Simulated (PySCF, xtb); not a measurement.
propoxy(silyl)silane (C₃H₁₂OSi₂), SMILES C(CC)O[SiH2][SiH3]. One conformer was computed; it need not be the lowest.

Harmonic wavenumbers (cm⁻¹) from GFN2-xTB run with xtb 6.7.1 at its own minimum, in rising order: 23, 43, 50, 84, 144, 186, 232, 294, 395, 427, 464, 486, 499, 609, 730, 756, 801, 808, 823, 854, 874, 917, 939, 1053, 1116, 1143, 1149, 1241, 1262, 1339, 1356, 1410, 1473, 1488, 1499, 1503, 2117, 2166, 2217, 2225, 2230, 2887, 2914, 2979, 2991, 3030, 3037, 3046.

Question: What does PBE0-D3(BJ)/def2-SVP run with PySCF 2.14.0 give at its own minimum? (Estimate from the structure and the level; the computed values follow.)

Answer: 34, 40, 76, 102, 161, 190, 238, 308, 370, 418, 466, 523, 615, 722, 738, 823, 839, 889, 913, 923, 932, 933, 964, 1039, 1123, 1164, 1175, 1276, 1301, 1360, 1403, 1419, 1450, 1464, 1481, 1491, 2191, 2193, 2220, 2230, 2236, 2995, 3047, 3055, 3064, 3113, 3147, 3165. Paired by order, the mean absolute difference is 41 cm⁻¹ and the zero-point energies are 86.2 and 88.7 kcal/mol.
